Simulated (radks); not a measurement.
Q: Radial electron density D(r) = 4 pi r^2 rho(r) of an atom or ion with 1 electrons. Calculated with a radial shooting solver on a logarithmic mesh with Libxc functionals: non-relativistic Kohn-Sham, RPBE, spin-polarised, spherical densities, point nucleus.

```
   r/bohr * D(r) (the largest magnitude, 0.532, reaches the edge; | marks zero)
  0.09246 |  *
   0.1002 |   *
   0.1076 |   *
   0.1166 |    *
   0.1253 |    *
   0.1357 |     *
   0.1459 |      *
    0.158 |       *
   0.1698 |        *
    0.184 |         *
   0.1977 |          *
   0.2142 |            *
   0.2302 |             *
   0.2493 |               *
   0.2701 |                 *
   0.2903 |                   *
   0.3144 |                     *
   0.3379 |                        *
   0.3661 |                          *
   0.3934 |                             *
   0.4261 |                                *
    0.458 |                                  *
   0.4961 |                                     *
   0.5331 |                                        *
   0.5775 |                                           *
   0.6207 |                                             *
   0.6724 |                                                *
   0.7225 |                                                  *
   0.7827 |                                                    *
   0.8412 |                                                     *
   0.9112 |                                                      *
   0.9792 |                                                      *
    1.061 |                                                      *
     1.14 |                                                     *
    1.235 |                                                   *
    1.338 |                                                 *
    1.438 |                                              *
    1.557 |                                          *
    1.674 |                                      *
    1.813 |                                  *
    1.948 |                              *
    2.111 |                         *
    2.268 |                     *
    2.457 |                 *
    2.641 |              *
    2.861 |          *
    3.074 |        *
     3.33 |      *
    3.579 |    *
    3.877 |  *
    4.166 | *
    4.513 |*
     4.85 |*
    5.254 |*
    5.646 *
    6.117 *
```

What is the nuclear charge?

A: Z = 1. The innermost maximum, from 1s, lies near 1/Z = 1 bohr (found: 0.979), and its height grows with Z. The density is that of neutral hydrogen in 1s1; the configuration itself is not fixed sharply by these data. D(r) has 1 maximum, at r = 0.979 bohr.
